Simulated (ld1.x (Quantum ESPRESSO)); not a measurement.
potassium: excitation energies, all-electron against TM

| Property | Result |
| --- | --- |
| Element | potassium |
| Generator | ld1.x (Quantum ESPRESSO) 7.5 |
| Type | norm-conserving Troullier–Martins (Kleinman–Bylander form) |
| Functional | PBE |
| Relativity | fully relativistic |
| Frozen core | [Ne] 3s2 |
| Valence charge | 7 |
| Reference configuration | 3p6 4s1 4p0 |
| Partial waves | 4s (bound): rc 4.10 bohr; 3p (bound): rc 1.95 bohr; 3d channel at 0.05 Ry: rc 3.70 bohr |
| Local potential | all-electron potential smoothed inside 3.15 bohr (lloc = -1) |
| Core correction | none |

Open shells are filled in proportion to 2j + 1 (rel_dist='average').

Energies are relative to the spin-unpolarised reference configuration 3p6 4s1 4p0; without spin polarisation the order of configurations can differ from experiment.

```json
{"valence configuration": "3p6 4s0 4p0", "charge": "+1", "ΔE all-electron (eV)": "4.314", "error AE − PS (meV)": "+9.9"}
{"valence configuration": "3p6 4s0 4p1", "charge": "0", "ΔE all-electron (eV)": "1.553", "error AE − PS (meV)": "-39"}
{"valence configuration": "3p5 4s1 4p0", "charge": "+1", "ΔE all-electron (eV)": "24.931", "error AE − PS (meV)": "+88"}
```

Q: What are ΔE and the potential's error for 3p6 4s0.5 4p0?

A: ΔE = 1.641 eV all-electron; the error (AE − PS) is +2.4 meV.

Levels in the configuration 3p5 4s1 4p0:

```
   level  all-electron (eV)  pseudo (eV)
3p j=1/2            -31.604      -31.074
3p j=3/2            -31.310      -30.780
4s j=1/2             -8.601       -8.488
```

ld1.x printed “convergence not achieved” for 1 of the counted tests; its residual had stalled under 1e-8, short of the target of 1e-14.
